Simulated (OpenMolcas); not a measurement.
**Ionisation energies of silicon**

| Quantity | Value |
| --- | --- |
| Program | OpenMolcas |
| Basis | ANO-R3 [6s5p4d2f1g] |
| Scalar Hamiltonian | X2C, finite nucleus |
| Spin-orbit coupling | state interaction with AMFI integrals over the reference wave functions, term energies averaged over their components |

Active shells in each charge state: the valence s, p shells, with orbitals averaged over the low states. Where CASPT2's correlated closed shells are named, they are those of the first ion.

A. CASSCF
B. SS-CASPT2, IPEA 0.25 Eh, imaginary shift 0.1 Eh (closed shells correlated: 2s 2p)
C. SS-CASPT2, IPEA 0 Eh, imaginary shift 0.1 Eh (closed shells correlated: 2s 2p)

Energies in eV between the lowest computed levels (charge -1 gives the electron affinity), named as in B; reference values from the NIST Atomic Spectra Database with their kind.

| From | To | A | B | C | Spin-orbit share in B | Reference |
| --- | --- | --- | --- | --- | --- | --- |
| Si- 3s2 3p3 4S* 3/2 | Si 3s2 3p2 3P0 | 0.482 | 1.057 | 1.171 | -0.016 |  |
| Si 3s2 3p2 3P0 | Si+ 3s2 3p 2P* 1/2 | 7.278 | 7.939 | 8.070 | -0.005 | 8.152 (measured) |
| Si+ 3s2 3p 2P* 1/2 | Si2+ 3s2 1S0 | 15.224 | 16.072 | 16.209 | +0.021 | 16.346 (measured) |
| Si2+ 3s2 1S0 | Si3+ 3s 2S 1/2 | 33.155 | 33.395 | 33.396 | +0.000 | 33.493 (measured) |
| Si3+ 3s 2S 1/2 | Si4+ 2p6 1S0 | 44.721 | 45.064 | 45.071 | +0.000 | 45.142 (measured) |

Error against the reference values, in %:

```json
{"From": "Si", "Reference": "measured", "A": "-10.7", "B": "-2.6", "C": "-1.0"}
{"From": "Si+", "Reference": "measured", "A": "-6.9", "B": "-1.7", "C": "-0.8"}
{"From": "Si2+", "Reference": "measured", "A": "-1.0", "B": "-0.3", "C": "-0.3"}
{"From": "Si3+", "Reference": "measured", "A": "-0.9", "B": "-0.2", "C": "-0.2"}
```

Mean absolute error over the 4 measured values: A 0.69 eV, B 0.17 eV, C 0.10 eV. C lies closest.

No diffuse functions were added, so the electron affinity comes out too small, and without dynamic correlation a bound anion can come out unbound.

* marks odd parity.
